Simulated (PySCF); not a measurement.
Si(Me)(SH)3 (CH6S3Si), SMILES [Si](S)(S)(C)S.

Coordinates come from a r2SCAN-D4/def2-SVP optimisation. One conformer was computed; it need not be the lowest.

All values below come from TDA-PBE/def2-SVPD in PySCF 2.14.0.

Vertical excitations. 

Computed lowest excited states:
```
state  energy (eV)  λ (nm)      f                            main pairs
-----  -----------  ------  -----  ------------------------------------
S1            5.21     238  0.002                        HOMO→LUMO 94 %
S2            5.36     231  0.004                      HOMO−1→LUMO 98 %
S3            5.44     228  0.032                      HOMO→LUMO+1 92 %
S4            5.65     219  0.013  HOMO→LUMO+2 68 %, HOMO−1→LUMO+1 25 %
S5            5.66     219  0.006                      HOMO−2→LUMO 89 %
S6            5.68     218  0.045  HOMO−1→LUMO+1 70 %, HOMO→LUMO+2 20 %
S7            5.88     211  0.002                    HOMO−1→LUMO+2 88 %
S8            5.93     209  0.031                    HOMO−2→LUMO+1 85 %
S9            5.97     208  0.036                      HOMO→LUMO+3 83 %
S10           6.08     204  0.002                    HOMO−1→LUMO+3 92 %
T1            4.94     251      0                        HOMO→LUMO 97 %
T2            5.18     239      0                      HOMO−1→LUMO 95 %
T3            5.22     238      0                      HOMO→LUMO+1 96 %
T4            5.38     230      0                    HOMO−1→LUMO+1 95 %
```
Triplets are in the Tamm–Dancoff approximation.
